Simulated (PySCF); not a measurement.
**Splitting trees**

Structure with atom numbers: `[CH2:1]=[CH:2][B:3]([F:4])[F:5]`. Hydrogens are named by the atom that carries them. Ha(C1) is cis to B3; Hb(C1) is trans to B3.

PySCF 2.14 calculation with coordinates at the PBE0-D3(BJ)/def2-SVP level, PBE/pcSseg-2 with gauge-including orbitals and J: B3LYP/pcJ-1; non-relativistic Hamiltonian, in vacuum, rapidly exchanging positions averaged, single conformer.

Chemical shifts δ = σref − σ; 19F (142.93 ppm) against CFCl3; 1H (31.18 ppm) vs TMS, all at this level.

Spectrometer: 400 MHz for 1H. First-order analysis; couplings under 1 Hz (under 4 Hz in carbon signals) are ignored, and nearly equal couplings are merged; the smaller ones broaden or split the lines further.

**Question.** What pattern does F4/F5 show (19F)?

**Answer.** A doublet of doublets at δ -105.0: 6.0 Hz to H(C2) (1 × 1H, 3 bonds away), 2.2 Hz to Hb(C1) (1 × 1H, 4 bonds away). Lines in Hz from the centre (relative intensity): +4.1 (1), +1.9 (1), -1.9 (1), -4.1 (1). The outer lines are 8.2 Hz apart, the sum of the couplings kept, or 0.022 ppm at this field.

**Question.** What pattern does Hb(C1) show (1H)?

**Answer.** A doublet of doublets of triplets at δ 6.74: 14.4 Hz to H(C2) (1 × 1H, 3 bonds away), 4.1 Hz to Ha(C1) (1 × 1H, 2 bonds away), 2.2 Hz to F4/F5 (2 × 19F, 4 bonds away). Lines in Hz from the centre (relative intensity): +11.4 (1), +9.2 (2), +7.3 (1), +7.0 (1), +5.2 (2), +3.0 (1), -3.0 (1), -5.2 (2), -7.0 (1), -7.3 (1), -9.2 (2), -11.4 (1). The outer lines are 22.9 Hz apart, the sum of the couplings kept, or 0.057 ppm at this field.

**Question.** What pattern does Ha(C1) show (1H)?

**Answer.** A doublet of doublets at δ 6.99: 21.4 Hz to H(C2) (1 × 1H, 3 bonds away), 4.1 Hz to Hb(C1) (1 × 1H, 2 bonds away). Lines in Hz from the centre (relative intensity): +12.8 (1), +8.7 (1), -8.7 (1), -12.8 (1). The outer lines are 25.5 Hz apart, the sum of the couplings kept, or 0.064 ppm at this field.

**Question.** What pattern does H(C2) show (1H)?

**Answer.** A doublet of doublets of triplets at δ 6.22: 21.4 Hz to Ha(C1) (1 × 1H, 3 bonds away), 14.4 Hz to Hb(C1) (1 × 1H, 3 bonds away), 6.0 Hz to F4/F5 (2 × 19F, 3 bonds away). Lines in Hz from the centre (relative intensity): +23.9 (1), +17.9 (2), +11.9 (1), +9.5 (1), +3.5 (2), +2.5 (1), -2.5 (1), -3.5 (2), -9.5 (1), -11.9 (1), -17.9 (2), -23.9 (1). The outer lines are 47.8 Hz apart, the sum of the couplings kept, or 0.119 ppm at this field.

Unscaled 3J(H,H) at this level run about 10 % above measured values.
